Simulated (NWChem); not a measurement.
CH₃NOSi; SMILES N#CO[SiH3]

All runs: NWChem. Geometry: optimised at B3LYP/6-31G* (spherical d). Vertical excitations in the gas phase; the lowest state need not have the same character in each row.

Problem. Order these by “lowest excitation, singlet (eV)”, lowest first: B3LYP/aug-cc-pVDZ, TDA; BHandHLYP/aug-cc-pVDZ, TDA; PBE/aug-cc-pVDZ, TDA.

Solution. PBE/aug-cc-pVDZ, TDA (5.44), B3LYP/aug-cc-pVDZ, TDA (6.12), BHandHLYP/aug-cc-pVDZ, TDA (6.97)
